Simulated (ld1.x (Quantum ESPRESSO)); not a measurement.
# What the settings do to the TM potential of Ta

Base potential:

tantalum, norm-conserving Troullier–Martins (Kleinman–Bylander form), made with ld1.x (Quantum ESPRESSO) 7.5 (PBEsol, scalar-relativistic). Core [Kr] 4d10 4f14 5s2, reference 5p6 5d3 6s2 6p0. Waves: 6s (bound): rc 2.50 bohr; 5d (bound): rc 1.60 bohr; 5p (bound): rc 2.10 bohr. Local part: the p channel. Core correction: Bessel-smoothed model core, default radius (core density twice the valence density).

All-electron outer shells of the reference configuration (PBEsol, scalar-relativistic, ld1.x):

```
shell  level (eV)  outermost node (bohr)  outermost maximum (bohr)
   5s      -73.03                   0.54                      0.98
   5p      -39.42                   0.58                      1.13
   4f      -24.73                      –                      0.44
   6s       -5.47                   1.32                      2.78
   5d       -3.62                   0.65                      1.58
   6p       -1.36                   1.59                      3.85
```

Cutoffs, loose and tight: the cutoffs (Ry, on a coarse ladder) from which the occupation-weighted sum of valence levels, in a spherical-Bessel basis at the reference potential, stays within 10 and 1 mRy of its value at 400 Ry. They do not see the model core or the augmentation charge, which bear on the density cutoff. Test errors are all-electron minus pseudo excitation energies from the reference, over the configurations 5p6 5d3 6s1 6p0; 5p6 5d3 6s0 6p0; 5p6 5d2 6s0 6p0; 5p6 5d3 6s0 6p2; 5p6 5d3 6s1 6p1; 5p6 5d3 6s1.5 6p0; 5p6 5d2 6s2 6p1. A dash means not determined; rows that change the core or the reference have their own tests.

A true bound ghost makes a file unfit for plane-wave use even where its test errors are small: the radial tests pick states by their node count and pass the ghost by.

The default core radius of the base comes out at 0.96 bohr.

| change | outcome | cutoff, loose | cutoff, tight | bound ghosts | largest test error (meV) |
| --- | --- | --- | --- | --- | --- |
| base | generated | 30 Ry | 45 Ry | s | +320 |
| functional LDA (PZ) | generated | 30 Ry | 45 Ry | s | +338 |
| core correction Bessel-smoothed model core inside 1.28 bohr | generated | 30 Ry | 45 Ry | s | +320 |
| core [Xe] 4f14, valence charge 5; reference 5d3 6s1 6p1; waves now 6s (bound): rc 2.45 bohr; 6p (bound): rc 3.55 bohr; 5d (bound): rc 2.50 bohr; local potential all-electron potential smoothed inside 1.95 bohr (lloc = -2); core correction none | generated | 25 Ry | 30 Ry | none | no test is counted, since the test run did not reproduce the reference configuration |
| local potential the s channel | generated | 30 Ry | 45 Ry | none | -1093 |
| reference 5p6 5d3 6s1 6p0 | generated | 30 Ry | 45 Ry | s | +240 |
| wave 5d (bound): rc 1.60 bohr becomes 5d (bound): rc 1.70 bohr | generated | 30 Ry | 45 Ry | s | +320 |
| wave 6s (bound): rc 2.50 bohr becomes 6s (bound): rc 1.90 bohr | generated | 35 Ry | 90 Ry | s | +335 |

Problem. What comes out with this change to the base: all radii but the core radius scaled by about 1.10 (s 2.76, p 2.32, d 1.76 bohr)?

Solution. outcome: generated; cutoff, loose: 30 Ry; cutoff, tight: 40 Ry; bound ghosts: s; largest test error (meV): +390.

Problem. What comes out with this change to the base: non-relativistic?

Solution. outcome: generated; cutoff, loose: 30 Ry; cutoff, tight: 45 Ry; bound ghosts: s; largest test error (meV): +275.

Problem. What comes out with this change to the base: wave 5p (bound): rc 2.10 bohr becomes 5p (bound): rc 2.94 bohr?

Solution. outcome: generated; cutoff, loose: 30 Ry; cutoff, tight: 45 Ry; bound ghosts: s; largest test error (meV): -98.
